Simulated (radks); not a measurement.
Valence configurations of Fe II (all share [Ar]). All-electron calculation, non-relativistic Kohn-Sham, PBEsol, spin-unpolarised, spherical densities, point nucleus. Program: a radial shooting solver on a logarithmic mesh with Libxc functionals. Energies are relative to 3d6 4s1; eigenvalues in eV.

valence	E (eV)	e(3d)	e(4p)	e(4s)
3d6 4s1	0.000	-16.202	-	-12.154
3d6 4p1	4.913	-17.571	-8.035	-
3d5 4s1 4p1	11.409	-23.264	-9.184	-14.699
3d5.5 4p1.5	10.290	-20.950	-8.936	-
3d7	-2.486	-11.538	-	-
3d5 4s2	5.942	-21.931	-	-13.933
3d4 4s2 4p1	22.340	-29.854	-10.332	-16.417
3d6 4s0.5 4p0.5	2.447	-16.895	-7.668	-12.582
3d6.5 4s0.5	-1.613	-13.728	-	-11.282
3d5.5 4s1 4p0.5	5.059	-19.628	-8.264	-13.452

NIST lists [Ar] 3d6 4s1 as the ground configuration; this level of theory puts 3d7 lower, by 2.486 eV. The energies are those of spherical spin-averaged densities, not of single terms.
